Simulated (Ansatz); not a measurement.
F₄Ge (SMILES [F][Ge]([F])([F])[F]), singlet, geometry from GFN2-xTB; PBE0/aug-cc-pVTZ run with Ansatz (a first-principles code).

The Ansatz input:
Ansatz 0.2 input:
```yaml
crystal:
  periodic: [false, false, false]
  atoms:
    - {symbol: F, position_ang: [1.28249365, -1.06843622, -0.11172530]}
    - {symbol: Ge, position_ang: [-0.00000000, -0.00000000, -0.00000000]}
    - {symbol: F, position_ang: [0.58041552, 1.56903814, 0.00809899]}
    - {symbol: F, position_ang: [-1.01772117, -0.21135552, -1.31087792]}
    - {symbol: F, position_ang: [-0.84518800, -0.28924641, 1.41450423]}
basis:
  gaussian:
    orbitals: aug-cc-pVTZ
hamiltonian:
  xc: pbe0
```

Task: What does Ansatz print? Leave out banner, timings and long lists.

Result: 
```
Functional definition: PBE0
1345 factors; their error is unknown
mean field evaluation 1: about -67372.2367 eV, gradient 6.5e1 eV
mean field evaluation 2: about -67364.5617 eV, gradient 1.0e2 eV
mean field evaluation 4: about -67377.6641 eV, gradient 8.2e-1 eV
mean field evaluation 8: about -67377.8998 eV, gradient 4.9e-1 eV
mean field -67377.89989026 eV, -2476.0921505861 hartree, gradient 4.5e-5 eV, S^2 0.000000; 0 other end points of the search recorded, 0 dependent functions left out
reference -67377.89993105 eV, -2476.0921520854 hartree; 34, 34 occupied and 209, 209 virtual orbitals, 1345 factors
Total energy: -67377.89993105 eV, -2476.0921520854 hartree
```
